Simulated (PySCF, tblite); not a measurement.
Species: C₆H₁₁F₃P (charge +1).
Numbering: `[CH2:1]=[C:2]([CH3:3])[PH2+:4][CH2:5][CH2:6][C:7]([F:8])([F:9])[F:10]` (hydrogens: H11, H12 on C1; H13, H14, H15 on C3; H16, H17 on P4; H18, H19 on C5; H20, H21 on C6)

Structure optimised with GFN2-xTB, isolated species.

Question: Give the optimised bond lengths and angles.

Answer: 
```csv
bond,length (bohr)
C1=C2,2.510
C2–C3,2.829
C2–P4,3.406
P4–C5,3.460
C5–C6,2.890
C6–C7,2.868
C7–F8,2.488
C7–F9,2.585
C7–F10,2.520
C1–H11,2.037
C1–H12,2.037
"C3–H13, C3–H14, C3–H15",2.058
"P4–H16, P4–H17",2.601
"C5–H18, C5–H19",2.072
"C6–H20, C6–H21",2.064
```

Bonds in one row agree within 0.02 bohr and their mean is given. A selection of angles:
```csv
angle,degrees
C1–C2–C3,126.4
C1–C2–P4,119.8
C3–C2–P4,113.7
C2–P4–C5,115.6
P4–C5–C6,115.2
C5–C6–C7,110.0
C6–C7–F8,113.9
C6–C7–F9,108.7
C6–C7–F10,112.2
F8–C7–F9,107.4
F8–C7–F10,109.0
F9–C7–F10,105.2
```

Dihedral angles: C1–C2–P4–C5 -127° (anticlinal); C2–P4–C5–C6 56° (synclinal); P4–C5–C6–C7 53° (synclinal); C5–C6–C7–F8 179° (antiperiplanar). The mirror-image conformer, all signs reversed, is as good.

C1 (terminal =CH2 carbon) is planar (angles 122.5°, 121.0° and 116.5°, sum 360.0°, 0.01 Å off the plane of its three neighbours). Of the pairs four or more bonds apart, P4···F9 is among the closest relative to their van der Waals radii: 2.63 Å, 80 % of the sum of Bondi's values. The 2 C–P bonds span 1.802 Å (C2–P4, drawn single) to 1.831 Å (P4–C5, drawn single), a spread of 0.029 Å. The C–F distances run from 1.317 Å (C7–F8, drawn single) to 1.368 Å (C7–F9, drawn single), a spread of 0.051 Å. C2 (fully substituted alkene carbon) is planar (angles 126.4°, 119.8° and 113.7°, sum 359.9°, 0.02 Å off the plane of its three neighbours). P4 (phosphonium phosphorus) is distorted tetrahedral (angles from 102.5° to 115.6°). The C–C distances run from 1.328 Å (C1=C2, drawn double) to 1.529 Å (C5–C6, drawn single), a spread of 0.201 Å.

Point group: C1 (no symmetry element, even within 0.4 Å). Its GFN2-xTB frequencies are all real (lowest 22 cm⁻¹).

All values are computed, not measured.
